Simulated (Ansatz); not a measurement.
Program: Ansatz. Geometries: PBE0-D4/def2-TZVP. ΔE: electronic, gas phase. CCSD(T)/CBS is the MP2 limit (def2-TZVPP, def2-QZVPP) plus CCSD(T) − MP2 in def2-TZVPP, frozen cores. This one scheme is used for every species. DFT in def2-TZVPP. For Ge outer-core shells are correlated without core-valence functions, which leaves a few kJ/mol of doubt a bond. Scalar relativity is left out up to krypton. One conformer a species, not always the lowest.

Consider the ligand exchange at a Ge–C bond: `N=[CH][GeH2][SH]` + HCl → `[SH][GeH2][Cl]` + `C=N`.

`N=[CH][GeH2][SH]`:

Cartesian coordinates in Å:
```
N -1.262 1.478 0.270
C -0.142 1.052 -0.135
Ge 0.549 -0.632 0.603
S 0.856 -2.066 -1.073
H -1.526 2.349 -0.197
H 0.458 1.562 -0.903
H 1.957 -0.442 1.189
H -0.444 -1.175 1.636
H -0.448 -2.127 -1.390
```

HCl:

```xyz
2

Cl   -0.294    0.252   -0.509
H     0.294   -0.252    0.509
```

`[SH][GeH2][Cl]`:

Z-matrix (Å, degrees):
```
Ge
Cl 1 2.156
S 1 2.205 2 110.8
H 1 1.530 2 107.6 3 -116.4
H 1 1.532 2 105.9 3 120.9
H 3 1.343 1 94.0 2 72.4
```

`C=N`:

Cartesian coordinates in Å:
```
C 0.186 0.259 0.224
N -0.064 -0.916 -0.157
H -0.279 1.164 -0.186
H 0.916 0.410 1.022
H -0.760 -0.918 -0.903
```

Q: Is it downhill or uphill in electronic energy at CCSD(T)/CBS, and by how much? (Estimate.)

A: Computed: Downhill: ΔE = -89.8 kJ/mol.

Q: What do these levels give: PBE-D4, ωB97X-V, B2PLYP, PBE0, HF/def2-TZVPP, MP2/def2-TZVPP, SCS-MP2/def2-TZVPP, CCSD(T)/def2-TZVPP, HF/def2-QZVPP, MP2/def2-QZVPP, MP2/CBS(def2), CCSD/CBS(def2)? (Best estimate.)

A: Computed: PBE-D4 -88.8, ωB97X-V -94.4, B2PLYP -95.3, PBE0 -94.5, HF/def2-TZVPP -110.1, MP2/def2-TZVPP -90.8, SCS-MP2/def2-TZVPP -92.7, CCSD(T)/def2-TZVPP -88.4, HF/def2-QZVPP -110.8, MP2/def2-QZVPP -91.8, MP2/CBS(def2) -92.2, CCSD/CBS(def2) -91.8 kJ/mol.

Largest T1 diagnostic among the species: 0.012.

From PBE to PBE0 (25 % exact exchange), in def2-TZVPP and without D4, ΔE moves by −3.9 kJ/mol. In def2-TZVPP, CCSD(T) changes the Hartree–Fock value by +21.8 kJ/mol (the triples alone add +2.0 kJ/mol) and MP2 by +19.3 kJ/mol.
